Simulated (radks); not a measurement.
The numbers below are computed, except where a source is named.
The table gives one normalised radial function P(r) = r R(r) (large component) of Zr16+ in [Ar] 3d6 (r in bohr). Code: a radial shooting solver on a logarithmic mesh with Libxc functionals. Model: Dirac Kohn-Sham, PBE, spin-unpolarised, spherical densities, point nucleus; open shells are shared between the two j in proportion to 2j + 1.

r,P
0.0022,0.0085
0.002753,0.0131
0.003444,0.0201
0.004309,0.0308
0.00539,0.0469
0.006744,0.0711
0.008437,0.1071
0.01056,0.1601
0.01321,0.2367
0.01652,0.3455
0.02067,0.4964
0.02586,0.6993
0.03235,0.9615
0.04047,1.2829
0.05023,1.6359
0.06284,2.0135
0.07862,2.3450
0.09836,2.5515
0.1231,2.5544
0.154,2.3096
0.1926,1.8440
0.241,1.2654
0.3015,0.7224
0.3771,0.3293
0.4718,0.1139
0.5903,0.0281
0.7385,0.0046
0.9239,0.0004
1.156,0.0000
1.446,0.0000

Which n and l does it have? It may be an empty orbital.

Answer. n = 2, l = 1: the number of nodes gives n - l - 1 = 0, the rise at small r points to l (this Dirac orbital starts as r^gamma with gamma = sqrt((l + 1)^2 - (Z/c)^2) = 1.98; the j = 3/2 orbital of l + 1 starts with the same power, but with a smaller coefficient, and then steepens), and the extent must fit the shell. The curve is that of 2p3/2; the two j differ most near the nucleus, where j = l - 1/2 has the larger amplitude, and in heavy atoms j = l - 1/2 is also the more compact. 2p3/2: eigenvalue -2652.9 eV, 0 radial nodes, <r> = 0.143 bohr, 90 % of the charge inside 0.232 bohr.
